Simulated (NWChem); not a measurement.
System: GaHClF; SMILES [F][GaH][Cl]

Here is an NWChem input.

```
start job
memory heap 200 mb stack 900 mb global 1100 mb
geometry units angstroms noautoz
  Ga    -0.346209    -0.465674     0.001885
  H     -1.806112    -0.969023     0.008167
  F      0.989508    -1.588975    -0.000904
  Cl     0.256866     1.578723    -0.000338
end
basis spherical
  * library def2-svp
end
dft
  xc xpbe96 cpbe96
  iterations 150
  mulliken
end
task dft energy
```

Parts of the log:

```
             Northwest Computational Chemistry Package (NWChem) 7.3.0
             --------------------------------------------------------

 CS  symmetry detected

                             Geometry "geometry" -> ""
                             -------------------------

 Output coordinates in angstroms (scale by  1.889725989 to convert to a.u.)

  No.       Tag          Charge          X              Y              Z
 ---- ---------------- ---------- -------------- -------------- --------------
    1 Ga                  31.0000    -0.36820180    -0.40799589     0.00000000
    2 H                    1.0000    -1.83914904    -0.87812897     0.00000000
    3 F                    9.0000     0.94171629    -1.56128136     0.00000000
    4 Cl                  17.0000     0.28105636     1.62220787     0.00000000

 Effective nuclear repulsion energy (a.u.)     255.3631943811

      Symmetry information
      --------------------

 Group name             Cs
 Group number              2
 Group order               2
 No. of unique centers     4

  pbe96 is a nonlocal functional; adding pw91lda local functional.

                                 NWChem DFT Module
                                 -----------------

 Summary of "ao basis" -> "ao basis" (spherical)
 ------------------------------------------------------------------------------
       Tag                 Description            Shells   Functions and Types
 ---------------- ------------------------------  ------  ---------------------
 Ga                         def2-svp                12       32   5s4p3d
 H                          def2-svp                 3        5   2s1p
 F                          def2-svp                 6       14   3s2p1d
 Cl                         def2-svp                 8       18   4s3p1d

      Symmetry analysis of basis
      --------------------------

        a'         49
        a"         20

            General Information
            -------------------
          SCF calculation type: DFT
          Wavefunction type:  closed shell.
          No. of atoms     :     4
          No. of electrons :    58
           Alpha electrons :    29
            Beta electrons :    29
          Charge           :     0
          Spin multiplicity:     1
          Use of symmetry is: on ; symmetry adaption is: on
          Maximum number of iterations: 150
          AO basis - number of functions:    69
                     number of shells:    29
          Convergence on energy requested:  1.00D-06
          Convergence on density requested:  1.00D-05
          Convergence on gradient requested:  5.00D-04

              XC Information
              --------------
          PerdewBurkeErnzerhof Exchange Functional  1.000
            Perdew 1991 LDA Correlation Functional  1.000 local
           PerdewBurkeErnz. Correlation Functional  1.000 non-local

             Grid Information
             ----------------
          Grid used for XC integration:  medium
          Radial quadrature: Mura-Knowles
          Angular quadrature: Lebedev.
          Tag              B.-S. Rad. Rad. Pts. Rad. Cut. Ang. Pts.
          ---              ---------- --------- --------- ---------
          Ga                  1.30      112           7.0       590
          H                   0.35       45           9.0       434
          F                   0.50       49           8.0       434
          Cl                  1.00       88          10.0       590
          Grid pruning is: on
          Number of quadrature shells:   294
          Spatial weights used:  Erf1

      Superposition of Atomic Density Guess
      -------------------------------------

 Sum of atomic energies:       -2482.09117063

      Non-variational initial energy
      ------------------------------

 Total energy =   -2482.313202
 1-e energy   =   -3968.660489
 2-e energy   =    1230.984093
 HOMO         =      -0.419756
 LUMO         =       0.006824

      Symmetry analysis of molecular orbitals - initial
      -------------------------------------------------

  Numbering of irreducible representations:

     1 a'          2 a"

  Orbital symmetries:

     1 a'          2 a'          3 a'          4 a'          5 a'
     6 a"          7 a'          8 a'          9 a'         10 a'
    11 a"         12 a'         13 a'         14 a'         15 a"
    16 a'         17 a'         18 a'         19 a"         20 a"
    21 a'         22 a'         23 a'         24 a'         25 a"
    26 a'         27 a'         28 a"         29 a'         30 a'
    31 a"         32 a'         33 a'         34 a'         35 a'
    36 a"         37 a'         38 a"         39 a"

     ---------------------------------------------
      Total Density - Mulliken Population Analysis
     ---------------------------------------------

    Atom       Charge   Shell Charges
 -----------   ------   -------------------------------------------------------
    1 Ga  31    29.73   2.00  2.00  2.00  0.83  0.17  6.00  5.98  0.46  0.20  8.10  1.83  0.15
    2 H    1     1.06   0.62  0.43  0.01
    3 F    9     9.72   1.99  1.15  0.80  3.56  2.21  0.00
    4 Cl  17    17.49   2.00  1.99  1.23  0.71  5.94  2.18  3.42  0.01

   convergence    iter        energy       DeltaE   RMS-Dens  Diis-err
 ---------------- ----- ----------------- --------- --------- ---------
 d= 0,ls=0.0,diis     1  -2484.4333432366 -2.74D+03  3.53D-02  8.05D-01
 d= 0,ls=0.0,diis     2  -2483.6478434990  7.85D-01  2.42D-02  9.13D+00
 d= 0,ls=0.0,diis     3  -2484.5214427732 -8.74D-01  6.99D-03  1.16D-01
 d= 0,ls=0.0,diis     4  -2484.5299728227 -8.53D-03  3.25D-03  5.33D-02
 d= 0,ls=0.0,diis     5  -2484.5376507751 -7.68D-03  4.89D-04  3.49D-03
  Resetting Diis
 d= 0,ls=0.0,diis     6  -2484.5378680745 -2.17D-04  1.63D-04  1.84D-04
 d= 0,ls=0.0,diis     7  -2484.5378844190 -1.63D-05  6.95D-05  5.60D-06
 d= 0,ls=0.0,diis     8  -2484.5378841951  2.24D-07  3.34D-05  9.61D-06
 d= 0,ls=0.0,diis     9  -2484.5378851381 -9.43D-07  5.20D-06  3.62D-07

         Total DFT energy =    -2484.537885138062
      One electron energy =    -3967.430739274361
           Coulomb energy =     1341.103445236241
    Exchange-Corr. energy =     -113.573785481008
 Nuclear repulsion energy =      255.363194381067

 Numeric. integr. density =       57.999996197245

                  Occupations of the irreducible representations
                  ----------------------------------------------

                     irrep           alpha         beta
                     --------     --------     --------
                     a'               22.0         22.0
                     a"                7.0          7.0

                       DFT Final Molecular Orbital Analysis
                       ------------------------------------

 Vector   27  Occ=2.000000D+00  E=-3.052421D-01  Symmetry=a'
              MO Center=  2.1D-01, -6.6D-01,  7.7D-15, r^2= 3.4D+00
   Bfn.  Coefficient  Atom+Function         Bfn.  Coefficient  Atom+Function
  ----- ------------  ---------------      ----- ------------  ---------------
    41      0.357892  3 F  px                42      0.355120  3 F  py
    63     -0.306211  4 Cl py                44     -0.247050  3 F  px
    45     -0.242769  3 F  py                60     -0.232583  4 Cl py
    33     -0.220230  2 H  s                 34     -0.205802  2 H  s
    57     -0.135820  4 Cl py                22      0.129907  1 Ga d  2

 Vector   28  Occ=2.000000D+00  E=-2.942084D-01  Symmetry=a"
              MO Center=  2.9D-01,  1.3D+00, -1.3D-14, r^2= 1.8D+00
   Bfn.  Coefficient  Atom+Function         Bfn.  Coefficient  Atom+Function
  ----- ------------  ---------------      ----- ------------  ---------------
    64      0.602051  4 Cl pz                61      0.452859  4 Cl pz
    58      0.264511  4 Cl pz                43      0.173902  3 F  pz
    46     -0.123431  3 F  pz                14      0.077228  1 Ga pz
    17      0.070469  1 Ga pz                19     -0.067572  1 Ga d -1
    29      0.051068  1 Ga d -1              11     -0.041708  1 Ga pz

 Vector   29  Occ=2.000000D+00  E=-2.835894D-01  Symmetry=a'
              MO Center=  1.9D-01,  1.3D+00, -2.7D-15, r^2= 2.0D+00
   Bfn.  Coefficient  Atom+Function         Bfn.  Coefficient  Atom+Function
  ----- ------------  ---------------      ----- ------------  ---------------
    62      0.584349  4 Cl px                59      0.442952  4 Cl px
    56      0.257613  4 Cl px                63     -0.146347  4 Cl py
    34      0.139083  2 H  s                 33      0.112403  2 H  s
    60     -0.112150  4 Cl py                42      0.110669  3 F  py
    18     -0.084024  1 Ga d -2              41     -0.083116  3 F  px

 Vector   30  Occ=0.000000D+00  E=-8.014530D-02  Symmetry=a"
              MO Center= -3.9D-01, -3.3D-01,  1.7D-13, r^2= 3.5D+00
   Bfn.  Coefficient  Atom+Function         Bfn.  Coefficient  Atom+Function
  ----- ------------  ---------------      ----- ------------  ---------------
    17      0.626658  1 Ga pz                14      0.511864  1 Ga pz
    64     -0.269634  4 Cl pz                11     -0.235155  1 Ga pz
    43      0.195992  3 F  pz                46     -0.160010  3 F  pz
    61     -0.156914  4 Cl pz                58     -0.089012  4 Cl pz
     8      0.075636  1 Ga pz                31      0.061976  1 Ga d  1

[...]
```

Level: PBE/def2-SVP. Structure relaxed at the PBE0/def2-SVP level.
